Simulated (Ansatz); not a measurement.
GaBr2, SMILES [Br][Ga+][Br], charge +1.

The structure is a stationary point at ωB97X-D3(BJ)/def2-SVP. The spin state was assumed, not searched. The isomer is the one that the SMILES or the coordinates give; other isomers of the formula were not compared.

Two levels are set side by side: PBE/def2-SVPD (Ansatz, a program for electronic structure) and PBE0/def2-SVPD (Ansatz). Energy differences of separate SCF runs at the same geometry; the states with an electron removed or added have multiplicity 2 and 2. Differences are taken from unrounded values.

```csv
quantity,PBE0,PBE,PBE minus PBE0
vertical ionisation energy (eV),16.88,16.49,-0.39
vertical electron affinity (eV),6.74,6.76,0.02
vertical singlet–triplet gap (eV),4.24,3.83,-0.41
```
